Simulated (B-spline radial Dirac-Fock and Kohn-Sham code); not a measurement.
Relativistic shifts of the levels of Ge²⁵⁺

System: germanium as Ge²⁵⁺, configuration [He] 2s2 2p3.

Both columns are ΔSCF binding energies of the configuration average from a radial finite-basis atomic code: non-relativistic Hartree-Fock with a point nucleus, and Dirac-Fock with a finite nucleus and the Coulomb interaction alone, averaged over the two j levels with weights 2j+1.

```csv
shell,Hartree-Fock (eV),Dirac-Fock (eV),shift (eV),shift (%)
1s,12498.7,12667.3,+168.58,+1.35
2s,2664.2,2709.0,+44.79,+1.68
2p,2568.4,2584.0,+15.60,+0.61
```

Relativity binds 1s, 2s, 2p more strongly, among those listed most of all 2s in relative terms.

Values without a named source are computed, but for edge energies of neutral atoms, which are taken from tables.
